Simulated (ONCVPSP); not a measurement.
# Sb (Z = 51), ONCV: configuration errors across variants

* Element: Sb
* Generator: ONCVPSP 4.0.1
* Type: optimised norm-conserving Vanderbilt (ONCV)
* Functional: PBE
* Relativity: scalar-relativistic
* Frozen core: [Kr]
* Valence charge: 15
* Reference configuration: 4d10 5s2 5p2.5 (charge +0.5)
* Partial waves: 5s: rc 1.90 bohr, ncon 3, nbas 8, qcut 3 1/bohr, 3 projectors, debl 2 Ha; 5p: rc 2.05 bohr, ncon 4, nbas 8, qcut 3.6 1/bohr, 2 projectors, debl 3.5 Ha; 4d: rc 1.40 bohr, ncon 4, nbas 8, qcut 9.9 1/bohr, local
* Local potential: the d channel
* Core correction: Teter function, fcfact 2.5, rcfact 1.6

All-electron excitation energies from the reference (eV): (1) 4d10 5s2 5p3 -3.262; (2) 4d10 5s2 5p2 5.055; (3) 4d10 5s2 5p1 21.024; (4) 4d10 5s1 5p3 13.788.

2 further variants failed, have other tests or another functional or relativity, and are left out.

A true bound ghost makes a file unfit for plane-wave use even where its test errors are small: the radial tests pick states by their node count and pass the ghost by.

Errors AE − PS in meV (a dash: test not solved or not reliable):

```csv
change,(1),(2),(3),(4),bound ghosts,GHOST(+) flags above zero
base,+0.9,-1.2,-4.5,-3.3,none,"s, p"
d: rc 1.6,+0.8,-1.2,-4.5,-3.4,none,"s, p"
"core correction Teter function, fcfact 4.4, rcfact 1.6",+0.8,-1.3,-6.4,-4.8,none,"s, p"
"core correction Teter function, fcfact 2.5, rcfact 1",+0.9,-1.1,-2.6,-1.3,none,"s, p"
s: qcut 2.7; p: qcut 3.2; d: qcut 8.8,+0.8,-1.2,-4.5,-3.2,none,"s, p"
s: qcut 3.3,+0.9,-1.1,-4.3,-3.1,s,p
"d: nproj 1; local potential polynomial inside 1.25 bohr (lpopt 5, dvloc0 0 Ha)",+0.8,-1.2,-4.8,-3.4,none,"s, p"
core correction none,+0.9,-1.1,-2.5,-1.3,none,"s, p"
```

Question: Give the same row for: all radii but the core radius scaled by about 1.04 (s 1.96, p 2.12, d 1.46 bohr).

Answer: +0.9, -1.2, -4.6, -4.9; bound ghosts: none; GHOST(+) flags above zero: s, p.
